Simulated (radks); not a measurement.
Results of a calculation; reference values are marked as such.
Question: Ionisation of Pd+, [Kr] 4d9, to Pd2+, [Kr] 4d8, under several functionals. Scalar-relativistic Kohn-Sham, spin-polarised, spherical densities, point nucleus; open shells are filled with parallel spins first (spin-orbit coupling, left out, can overturn this in heavy ions); a radial shooting solver on a logarithmic mesh with Libxc functionals. The NIST Atomic Spectra Database gives 19.4 eV (semi-empirical). Rank these functionals by the error of their Delta-SCF ionisation energy: revPBE; RPBE; XLYP; exchange-only PBE; SOGGA; PBE.

Answer: From best to worst: exchange-only PBE 19.133 eV (-0.297); SOGGA 20.143 eV (+0.713); revPBE 20.158 eV (+0.728); RPBE 20.159 eV (+0.729); XLYP 20.234 eV (+0.804); PBE 20.252 eV (+0.822). Open shells are spherical and high-spin; term and fine-structure splittings are not resolved.
